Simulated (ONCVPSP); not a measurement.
Scattering properties, ONCV potential for magnesium

```json
{
 "Element": "Mg (Z = 12)",
 "Generator": "ONCVPSP 4.0.1",
 "Type": "optimised norm-conserving Vanderbilt (ONCV)",
 "Functional": "LDA (Perdew-Wang 92)",
 "Relativity": "fully relativistic",
 "Frozen core": "[He]",
 "Valence charge": "10",
 "Reference configuration": "2s2 2p6 3s1.75 3p0.25",
 "Partial waves": "2s+3s: rc 1.30 bohr, ncon 4, nbas 7, qcut 11.2 1/bohr, 2 projectors; 2p+3p: rc 1.50 bohr, ncon 4, nbas 7, qcut 10.9 1/bohr, 3 projectors, debl 2.6 Ha; d scattering state at 0.12 Ha: rc 1.15 bohr, ncon 4, nbas 8, qcut 7 1/bohr, local",
 "Local potential": "the d channel",
 "Core correction": "Teter function fitted to the true core (icmod 2), fcfact 0.6"
}
```

Open shells are filled in proportion to 2j + 1.

The phase is arctan(r·R′/R) of the radial function R(r), unwrapped; energies in Ha, scanned from -4 to 5 Ha. A pole is an energy at which the radial function vanishes at the test radius. The pseudo phase is shifted by a multiple of π to meet the all-electron one at the reference energy, and phase errors are pseudo minus all-electron; the curves can meet again beyond the range given. Levels narrower than the energy grid can be missing from the lists of poles.

```json
{"channel": "s", "radius (bohr)": "1.32", "reference energy (Ha)": "-0.19", "poles, all-electron": "-2.50", "poles, pseudo": "-2.50", "unbroken range about the reference energy with phases within 0.05 rad": "the whole range", "phase error 1 Ha above the reference energy (rad)": "+0.000"}
{"channel": "p3/2", "radius (bohr)": "1.52", "reference energy (Ha)": "-0.06", "poles, all-electron": "-1.53", "poles, pseudo": "-1.53", "unbroken range about the reference energy with phases within 0.05 rad": "the whole range", "phase error 1 Ha above the reference energy (rad)": "+0.000"}
{"channel": "p1/2", "radius (bohr)": "1.52", "reference energy (Ha)": "-0.06", "poles, all-electron": "-1.54", "poles, pseudo": "-1.54", "unbroken range about the reference energy with phases within 0.05 rad": "the whole range", "phase error 1 Ha above the reference energy (rad)": "+0.000"}
{"channel": "d5/2", "radius (bohr)": "1.17", "reference energy (Ha)": "0.12", "poles, all-electron": "none", "poles, pseudo": "none", "unbroken range about the reference energy with phases within 0.05 rad": "the whole range", "phase error 1 Ha above the reference energy (rad)": "+0.002"}
{"channel": "d3/2", "radius (bohr)": "1.17", "reference energy (Ha)": "0.12", "poles, all-electron": "none", "poles, pseudo": "none", "unbroken range about the reference energy with phases within 0.05 rad": "the whole range", "phase error 1 Ha above the reference energy (rad)": "+0.002"}
```

Phases in the p1/2 channel:

| E (Ha) | all-electron | pseudo |
| --- | --- | --- |
| -3.98 | 1.223 | 1.223 |
| -3.50 | 1.176 | 1.176 |
| -3.02 | 1.097 | 1.097 |
| -2.54 | 0.919 | 0.919 |
| -2.06 | 0.003 | 0.004 |
| -1.58 | -1.531 | -1.531 |
| -1.10 | -1.821 | -1.821 |
| -0.62 | -1.992 | -1.992 |
| -0.14 | -2.189 | -2.189 |
| 0.34 | -2.508 | -2.508 |
| 0.82 | -3.061 | -3.061 |
| 1.30 | -3.698 | -3.698 |
| 1.78 | -4.100 | -4.100 |
| 2.26 | -4.317 | -4.317 |
| 2.74 | -4.444 | -4.444 |
| 3.22 | -4.528 | -4.528 |
| 3.70 | -4.589 | -4.589 |
| 4.18 | -4.637 | -4.637 |
| 4.66 | -4.676 | -4.676 |
